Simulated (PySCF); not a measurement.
# Oscillator strengths, rates and cross-sections

Compound: MoO2(OiPr)2, C6H14MoO4 (singlet state).
SMILES: `CC(C)[O][Mo](=[O])(=[O])[O]C(C)C`

Theory: PySCF, TDDFT CAM-B3LYP/def2-SVPD, vertical, gas phase, core orbitals frozen in the response, def2 core potentials past Kr. Isolated species at its PBE0-D3(BJ)/def2-SVP geometry, gas phase. Spin–orbit coupling is left out.

Computed singlets with f of 0.002 or more:

```
state  ν̃ (cm⁻¹)       f
   S3      42910  0.0055
   S4      44420  0.0070
   S6      46640   0.014
   S7      48060  0.0023
   S8      48630   0.012
  S10      50600   0.029
```

Q: Turn these into Einstein A coefficients, radiative lifetimes, transition dipoles and integrated cross-sections.

A: A / s⁻¹ = 0.6670 f (ν̃ / cm⁻¹)² and τ = 1/A in vacuum; |μ| follows from f = (2/3) ΔE |μ|² (atomic units, 1 au = 2.5417 D); ∫σ dE = 109.76 f Mb·eV.

```csv
state,A (s⁻¹),τ,|μ| (D),∫σ dE (Mb·eV)
S3,6.7×10⁶,150 ns,0.52,0.6
S4,9.2×10⁶,110 ns,0.58,0.77
S6,2.0×10⁷,51 ns,0.79,1.5
S7,3.5×10⁶,280 ns,0.32,0.25
S8,1.9×10⁷,52 ns,0.73,1.3
S10,4.9×10⁷,20 ns,1.10,3.1
```

Only emission to the ground state at the vertical energy is counted.

Q: What is the integrated cross-section of all computed states together?

A: Σf = 0.072 over S1 to S10, so 109.76 × Σf ≈ 7.91 Mb·eV.

Q: How much energy does a mole of photons resonant with S10 carry?

A: 6.274 eV × 96.485 = 605 kJ/mol (145 kcal/mol).

Q: By what factor does the largest A in the list exceed the smallest?

A: S10 has 14 times the rate of S7.
